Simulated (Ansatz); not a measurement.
Consider the redistribution: `[NH2][Cd][SH]` + `[OH][Cd][Cl]` → `[OH][Cd][SH]` + `[NH2][Cd][Cl]`.

Program: Ansatz. Geometries: PBE0-D4/def2-TZVP. ΔE: electronic, gas phase. CCSD(T)/CBS adds triple-zeta CCSD(T) − MP2 to the extrapolated MP2 energy (def2 sets, frozen cores). Functionals use def2-TZVPP. Elements past krypton have def2 core potentials. For Cd outer-core shells are correlated without core-valence functions, which leaves a few kJ/mol of doubt a bond. Each species was taken in one conformer, which may not be the lowest.

```csv
level,ΔE (eV)
B97M-V,-0.05
BHLYP,-0.05
CCSD(T)/def2-SVP,-0.04
SCS-MP2/def2-QZVPP,-0.05
```

(1) What does CCSD(T)/CBS give? (Best estimate.)

Largest T1 diagnostic among the species: 0.015.

Results:

(1) Ansatz gave: -0.05 eV. The listed levels differ from it by 0.00, 0.00, 0.01, 0.00 eV.

Leaving LDA and LC-ωPBE aside and taking each functional with its dispersion term where it has one, the values, not all of them listed here, spread over 0.01 eV, from BLYP-D4 to ωB97X-V.
